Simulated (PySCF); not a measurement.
A structure optimised at PBE-D3(BJ)/def2-TZVPD, used in a PySCF frequency run:

```
N
H 1 1.0321
H 1 1.0321 2 109.47
H 1 1.0321 2 109.47 3 120.00
H 1 1.0321 2 109.47 4 120.00
```
Charge +1, spin multiplicity 1.

Problem. Write its SMILES, formula and point group.

Solution. [NH4+], H₄N, Td

Problem. What are its rotational constants (standard atomic weights)?

Solution. 176.51, 176.51, 176.51 GHz
